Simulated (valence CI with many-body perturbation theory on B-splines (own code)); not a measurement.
Se²¹⁺: calculated level list

Computed by valence CI with perturbative core correlation (CI+MBPT): three valence electrons over a frozen Dirac-Fock core [Ne], radial functions for each j: 11 s, 11 p, 10 d, 8 f, 5 g, 2 h, with the one-electron correlation potential Σ1 (screened to all orders), the two-electron term Σ2, the three-electron term Σ3, Breit, model QED; selected single and double excitations, second order for the rest, scaled by the run's own slope (own B-spline code, finite nucleus).

No measured spectrum was set against this ion. As an estimate, levels of excited configurations hold to 0.05 to 0.15 % of their energy, terms of the ground configuration to about 0.5 %.

Levels 1 to 45 of 151, with energies above the lowest level, 3s2 3p 2P°_1/2. "Leading %" is the weight of the configuration and term that name the level; weights of strongly mixed levels are sums over their largest components and can fall short. In the jj column 3d3/2^4 stands for four electrons in 3d with j = 3/2. Lifetimes count E1, E2, E3, M1 and M2 decay at the calculated energies, and are blank where another channel may lead or the interval is too uncertain; long ones can be off by a factor of two.

```
No.  Configuration  Term    J  E (cm⁻¹)  Leading %  Lifetime                Leading jj
  1         3s2 3p   2P°  1/2         0         98                   3s^2 3p1/2 (98 %)
  2         3s2 3p   2P°  3/2     73654         98    278 μs         3s^2 3p3/2 (98 %)
  3         3s 3p2    4P  1/2    371510         93   2.15 ns         3s 3p1/2^2 (67 %)
  4         3s 3p2    4P  3/2    408770         98   15.1 ns     3s 3p1/2 3p3/2 (94 %)
  5         3s 3p2    4P  5/2    438790         86   2.51 ns     3s 3p1/2 3p3/2 (69 %)
  6         3s 3p2    2D  3/2    514170         82    130 ps     3s 3p1/2 3p3/2 (70 %)
  7         3s 3p2    2D  5/2    534550         74    283 ps         3s 3p3/2^2 (64 %)
  8         3s 3p2    2P  1/2    592370         56   18.4 ps     3s 3p1/2 3p3/2 (54 %)
  9         3s 3p2    2S  1/2    665740         55   19.7 ps         3s 3p3/2^2 (77 %)
 10         3s 3p2    2P  3/2    677300         91   12.3 ps         3s 3p3/2^2 (66 %)
 11         3s2 3d    2D  3/2    759900         83   12.5 ps         3s^2 3d3/2 (83 %)
 12         3s2 3d    2D  5/2    769890         86   15.6 ps         3s^2 3d5/2 (86 %)
 13            3p3   2D°  3/2    945590         41   45.2 ps      3p1/2^2 3p3/2 (71 %)
 14            3p3   2D°  5/2    978320         66    121 ps      3p1/2 3p3/2^2 (66 %)
 15            3p3   4S°  3/2    987560         68   19.0 ps      3p1/2 3p3/2^2 (80 %)
 16       3s 3p 3d   4F°  3/2   1032000         94    345 ps     3s 3p1/2 3d3/2 (84 %)
 17       3s 3p 3d   4F°  5/2   1047300         93    325 ps     3s 3p1/2 3d3/2 (44 %)
 18       3s 3p 3d   4F°  7/2   1070700         92    327 ps     3s 3p1/2 3d5/2 (56 %)
 19            3p3   2P°  1/2   1073100         81   28.2 ps      3p1/2 3p3/2^2 (81 %)
 20            3p3   2P°  3/2   1100800         46   27.3 ps            3p3/2^3 (52 %)
 21       3s 3p 3d   4P°  5/2   1107700         57   21.1 ps     3s 3p1/2 3d5/2 (88 %)
 22       3s 3p 3d   4F°  9/2   1109300        100              3s 3p3/2 3d5/2 (100 %)
 23       3s 3p 3d   4D°  3/2   1114500         56   16.7 ps     3s 3p1/2 3d3/2 (37 %)
 24       3s 3p 3d   4D°  1/2   1114900         88   13.8 ps     3s 3p1/2 3d3/2 (72 %)
 25       3s 3p 3d   4D°  7/2   1158400         92   15.9 ps     3s 3p3/2 3d5/2 (64 %)
 26       3s 3p 3d   4D°  5/2   1159200         64   15.2 ps     3s 3p3/2 3d3/2 (68 %)
 27       3s 3p 3d   4P°  3/2   1161700         58   17.7 ps     3s 3p3/2 3d3/2 (85 %)
 28       3s 3p 3d   4P°  1/2   1161800         91   20.4 ps     3s 3p3/2 3d3/2 (96 %)
 29       3s 3p 3d   2F°  5/2   1175400         41   22.1 ps     3s 3p3/2 3d5/2 (37 %)
 30       3s 3p 3d   2D°  3/2   1176100         63   15.5 ps     3s 3p3/2 3d3/2 (31 %)
 31       3s 3p 3d   2F°  5/2   1199400         54   23.9 ps     3s 3p3/2 3d5/2 (50 %)
 32       3s 3p 3d   2F°  7/2   1248900         99   27.2 ps     3s 3p3/2 3d5/2 (66 %)
 33       3s 3p 3d   2P°  3/2   1286200         55   9.90 ps     3s 3p1/2 3d3/2 (35 %)
 34       3s 3p 3d   2F°  7/2   1321200         96   11.8 ps     3s 3p3/2 3d5/2 (53 %)
 35       3s 3p 3d   2P°  1/2   1323900         89   13.9 ps     3s 3p3/2 3d5/2 (76 %)
 36       3s 3p 3d   2F°  5/2   1327700         92   10.2 ps     3s 3p3/2 3d3/2 (76 %)
 37       3s 3p 3d   2P°  1/2   1351200         87   8.08 ps     3s 3p3/2 3d3/2 (72 %)
 38       3s 3p 3d   2P°  3/2   1359300         49   8.76 ps     3s 3p3/2 3d5/2 (55 %)
 39       3s 3p 3d   2D°  5/2   1365200         79   7.59 ps     3s 3p3/2 3d5/2 (70 %)
 40       3s 3p 3d   2P°  3/2   1366900         62   8.08 ps     3s 3p3/2 3d5/2 (43 %)
 41         3p2 3d    4F  3/2   1542600         75   31.7 ps      3p1/2^2 3d3/2 (75 %)
 42         3p2 3d    2F  5/2   1560400         71   64.0 ps  3p1/2 3p3/2 3d3/2 (42 %)
 43         3p2 3d    4F  5/2   1566600         77   32.6 ps  3p1/2 3p3/2 3d3/2 (68 %)
 44         3p2 3d    2F  7/2   1582100         62   53.2 ps  3p1/2 3p3/2 3d3/2 (51 %)
 45         3p2 3d    2P  3/2   1591800         57   23.3 ps  3p1/2 3p3/2 3d3/2 (75 %)
```

Names give the largest LS component (configuration and term), which can be under half, so a name can repeat, a term be missing and a line seem to break the LS rules; names also repeat where a configuration has a term twice.

Where two levels of one J and parity lie close, their mixing, g and order are uncertain.

The ionisation energy to 3s2 1S_0 of the next ion comes out as 893.78 eV (NIST: 887 ± 4 eV (semi-empirical)). All 151 levels together are meant to be complete up to 3571700 cm⁻¹.
